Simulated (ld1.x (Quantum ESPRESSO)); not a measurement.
## An all-electron radial function and its pseudo partner (La)

Columns: radius, all-electron u(r) and pseudo u(r) of the 5p shell (level -35.08 eV) of lanthanum in the configuration [Kr] 4d10 4f0 5s2 5p6 5d1 6s0 6p0; LDA (PZ), scalar-relativistic, TM scheme, ld1.x (Quantum ESPRESSO) 7.5.

```json
{"r (bohr)": "0.155", "all-electron": "-0.2177", "pseudo": "-0.0172"}
{"r (bohr)": "0.310", "all-electron": "-0.0557", "pseudo": "-0.0677"}
{"r (bohr)": "0.465", "all-electron": "0.3996", "pseudo": "-0.1481"}
{"r (bohr)": "0.620", "all-electron": "0.4080", "pseudo": "-0.2527"}
{"r (bohr)": "0.775", "all-electron": "0.1213", "pseudo": "-0.3738"}
{"r (bohr)": "0.930", "all-electron": "-0.2290", "pseudo": "-0.5016"}
{"r (bohr)": "1.085", "all-electron": "-0.5226", "pseudo": "-0.6244"}
{"r (bohr)": "1.240", "all-electron": "-0.7226", "pseudo": "-0.7292"}
{"r (bohr)": "1.395", "all-electron": "-0.8329", "pseudo": "-0.8046"}
{"r (bohr)": "1.550", "all-electron": "-0.8714", "pseudo": "-0.8424"}
{"r (bohr)": "1.705", "all-electron": "-0.8587", "pseudo": "-0.8410"}
{"r (bohr)": "1.860", "all-electron": "-0.8126", "pseudo": "-0.8053"}
{"r (bohr)": "2.015", "all-electron": "-0.7470", "pseudo": "-0.7451"}
{"r (bohr)": "2.170", "all-electron": "-0.6721", "pseudo": "-0.6719"}
{"r (bohr)": "2.325", "all-electron": "-0.5947", "pseudo": "-0.5947"}
{"r (bohr)": "2.480", "all-electron": "-0.5193", "pseudo": "-0.5193"}
{"r (bohr)": "2.635", "all-electron": "-0.4487", "pseudo": "-0.4487"}
{"r (bohr)": "2.790", "all-electron": "-0.3843", "pseudo": "-0.3843"}
{"r (bohr)": "2.945", "all-electron": "-0.3267", "pseudo": "-0.3267"}
{"r (bohr)": "3.100", "all-electron": "-0.2760", "pseudo": "-0.2760"}
{"r (bohr)": "3.255", "all-electron": "-0.2319", "pseudo": "-0.2319"}
{"r (bohr)": "3.410", "all-electron": "-0.1939", "pseudo": "-0.1939"}
{"r (bohr)": "3.565", "all-electron": "-0.1614", "pseudo": "-0.1614"}
{"r (bohr)": "3.720", "all-electron": "-0.1340", "pseudo": "-0.1340"}
{"r (bohr)": "3.875", "all-electron": "-0.1108", "pseudo": "-0.1108"}
{"r (bohr)": "4.030", "all-electron": "-0.0913", "pseudo": "-0.0913"}
```

Problem. How many radial nodes do the two functions have?

Solution. The all-electron 5p function has n − l − 1 = 3 (the table is too coarse to show those close to the nucleus); the pseudo-wave has 0, since the states of the same l below it are removed with the core.

Problem. At about which radius was the pseudo-wave matched?

Solution. 2.40 bohr. The columns agree to 0.0005 from 2.17 bohr on; several derivatives are matched, so the curves merge somewhat inside the radius.

Problem. Is the pseudo-wave norm-conserving?

Solution. Yes: the TM scheme keeps the norm inside the radius equal to the all-electron one, which fixes the energy derivative of the logarithmic derivative at the level.
